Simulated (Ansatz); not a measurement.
Ta₃S₈, relaxed as a quartet with UKS PBE-D4/def2-SVP in Ansatz, starting from the PBE-D4/def2-SVP geometry of the neutral doublet. Force threshold 0.03 eV/Å.

In the def2 sets Ta takes a core potential; there is no spin–orbit coupling. The relaxation made no stability test and no search for a lower SCF solution. At PBE-D4/def2-SVP a doublet of charge 0 lies 1.36 eV below the quartet, each at its own geometry.

Start:

| atom | x (Å) | y (Å) | z (Å) |
| --- | --- | --- | --- |
| Ta1 | 1.166 | -0.006 | 1.111 |
| Ta2 | -1.044 | 1.730 | -0.226 |
| Ta3 | -0.451 | -1.783 | -0.865 |
| S4 | 1.243 | 1.760 | -0.832 |
| S5 | 0.024 | -2.119 | 1.416 |
| S6 | -0.570 | 1.395 | 2.055 |
| S7 | 2.896 | 0.049 | 2.416 |
| S8 | -2.154 | -0.133 | -1.267 |
| S9 | -2.016 | 3.648 | -0.584 |
| S10 | -0.783 | -3.665 | -1.914 |
| S11 | 1.689 | -0.876 | -1.310 |

(1) Estimate the energy that the relaxation releases and the steps that it takes.

(2) Does the start keep its bonding and symmetry?

(3) Predict the relaxed structure.

Answers

(1) 0.31 eV, in 7 steps; 96 s on 4 threads of Arm Neoverse V2 on a shared host. No frequencies were taken in this run, so the end may be a saddle point.

(2) By distances, no bond broke or formed. The bond that changes most is Ta1–S4, from 2.63 to 2.51 Å (atoms count from 1). Point group Cs at the start, C2v at the end, both within 0.05 Å.

(3) 
```xyz
11

Ta    1.329    0.046    0.980
Ta   -1.061    1.616   -0.279
Ta   -0.506   -1.670   -0.877
S     1.243    1.855   -0.756
S    -0.266   -1.823    1.472
S    -0.746    1.023    1.990
S     3.093    0.106    2.283
S    -2.165   -0.076   -1.592
S    -1.942    3.635   -0.304
S    -0.701   -3.726   -1.643
S     1.722   -0.985   -1.273
```
Bond lengths (bridged metal pairs left out): 13 × S–Ta 2.19 to 2.51 Å.
